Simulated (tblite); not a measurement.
A tight-binding relaxation on `[CH+]=[C]C1=NN(C=O)C=N1` [radical].

Computed with GFN2-xTB geometry optimisation, gas phase (tblite 0.8.0). Start geometry: from a force field or distance geometry. The input is one job of a driver script: a line of settings, then coordinates in Å.

Command:
```bash
OMP_NUM_THREADS=1 python probes_run.py task.json out
```

Input:
```
{"job": {"kind": "relax", "xc": "GFN2-xTB", "basis": "xTB"}, "charge": 1, "multiplicity": 2}
C      3.432300    -0.770500     0.420100
C      2.278100    -0.397800     0.321400
C      0.944400     0.028300     0.227700
N      0.604200     1.317900    -0.120700
C     -0.710000     1.272400    -0.087300
N     -1.144500     0.017900     0.237700
C     -2.435400    -0.453000     0.370100
O     -3.369200     0.311300     0.181800
N     -0.076700    -0.805300     0.452400
H      4.431100    -1.091000     0.504700
H     -1.391200     2.086800    -0.307900
H     -2.561900    -1.517600     0.656500
```

Output:
```
step      E/eV     max force
  0    -665.07163    3.400
  1    -665.19437    4.309
  2    -665.28752    1.021
  3    -665.30753    0.843
  4    -665.31451    0.993
  5    -665.32948    0.554
  6    -665.33645    0.334
  7    -665.34179    0.203
  8    -665.34472    0.184
  9    -665.34645    0.119
... (18 lines left out)
 28    -665.36542    0.039
 29    -665.36554    0.046
 30    -665.36566    0.033
 31    -665.36575    0.026
 32    -665.36583    0.022
 33    -665.36589    0.023
 34    -665.36593    0.017
 35    -665.36595    0.013
 36    -665.36597    0.011
 37    -665.36598    0.009
```

«max force» is the largest atomic force in eV/Å.

From which step on does the largest force stay under 0.1 eV/Å, and how much energy is left to gain from there?

From step 17 (0.058 eV/Å), 1.7 meV above the end.

In short: energy lowered by 6.8 kcal/mol over 37 steps; largest atomic force 0.009 eV/Å at the end.

Give the final coordinates.

0.090 Å rms from the input after alignment:
```
atom  x, y, z in Å
C1     3.4309   -0.7962    0.4267
C2     2.2786   -0.4366    0.3383
C3     0.9570    0.0008    0.2314
N4     0.5763    1.2704   -0.1024
C5    -0.7186    1.3177   -0.1066
N6    -1.1787    0.0823    0.2246
C7    -2.4775   -0.4382    0.3703
O8    -3.4706    0.1751    0.2139
N9    -0.1150   -0.7282    0.4323
H10    4.4361   -1.1136    0.5058
H11   -1.3280    2.1747   -0.3307
H12   -2.3893   -1.5090    0.6529
```

Time: 0.2 s. Hardware: an Arm Neoverse V2 with one thread, no GPU, on a shared host.
Labels such as C1 count atoms from 1, the log's own numbers from 0.
